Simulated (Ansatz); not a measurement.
`CO[Si]OC` and `CO[Si]N` differ in one atom or group.

Ansatz, PBE0-D4/def2-TZVP geometries, multiplicity 1. Each molecule was computed in one conformer, which needn't be the lowest.

```tsv
property	`CO[Si]OC`
HOMO energy (PBE0/def2-TZVPP) / eV	-6.93
HOMO energy (ωB97M-V/def2-TZVPP) / eV	-9.08
HOMO–LUMO gap (ωB97M-V/def2-TZVPP) / eV	10.16
LUMO energy (ωB97M-V/def2-TZVPP) / eV	1.08
LUMO energy (B3LYP/def2-TZVPP) / eV	-1.06
HOMO energy (B3LYP/def2-TZVPP) / eV	-6.74
```

Problem. What does the change do to each property? (Estimate.)

Solution. The calculation gave: 
| property | `CO[Si]N` | shift |
| --- | --- | --- |
| HOMO energy (PBE0/def2-TZVPP) / eV | -6.53 | 0.40 |
| HOMO energy (ωB97M-V/def2-TZVPP) / eV | -8.69 | 0.39 |
| HOMO–LUMO gap (ωB97M-V/def2-TZVPP) / eV | 9.97 | -0.19 |
| LUMO energy (ωB97M-V/def2-TZVPP) / eV | 1.28 | 0.20 |
| LUMO energy (B3LYP/def2-TZVPP) / eV | -0.85 | 0.21 |
| HOMO energy (B3LYP/def2-TZVPP) / eV | -6.35 | 0.39 |

With PBE0 the HOMO rises by 0.40 eV and the LUMO rises by 0.21 eV, so the gap narrows by about 0.19 eV. PBE moves the HOMO by 0.45 eV and ωB97M-V by 0.39 eV. The zero-point energy changes by -41.9 kJ/mol with -6 modes.

B3LYP here is the variant with VWN-RPA as its local correlation; programs differ in this.
